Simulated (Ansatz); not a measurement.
InO2H, relaxed as a singlet with RKS PBE0-D4/def2-TZVP in Ansatz, starting from the GFN2-xTB geometry. Force threshold 0.02 eV/Å.

In the def2 sets In takes a core potential; there is no spin–orbit coupling. The structure comes from a short search, and lower isomers may exist.

Start:

Cartesian coordinates in Å:
```
In 0.995 -0.885 1.201
O -0.642 0.513 0.656
O -0.390 -0.170 -0.675
H 0.037 0.542 -1.181
```

Q: Estimate the energy that the relaxation releases and the steps that it takes.

A: 9.8 kJ/mol, in 4 steps; 5.5 s on 2 threads of Arm Neoverse V2 on a shared host. No frequencies were taken in this run, so the end may be a saddle point.

Q: Does the start keep its bonding and symmetry?

A: By distances, no bond broke or formed. The bond that changes most is In1–O2, from 2.22 to 2.11 Å (atoms count from 1). The end is the same structure that another start reached, the lowest one found.

Q: Predict the relaxed structure.

A: 
Cartesian coordinates in Å:
```
In 0.951 -0.889 1.291
O -0.533 0.453 0.622
O -0.350 -0.160 -0.694
H -0.068 0.596 -1.220
```
Bond lengths: 2 × In–O 2.11 to 2.48 Å; 1 × O–O 1.46 Å; 1 × H–O 0.96 Å.
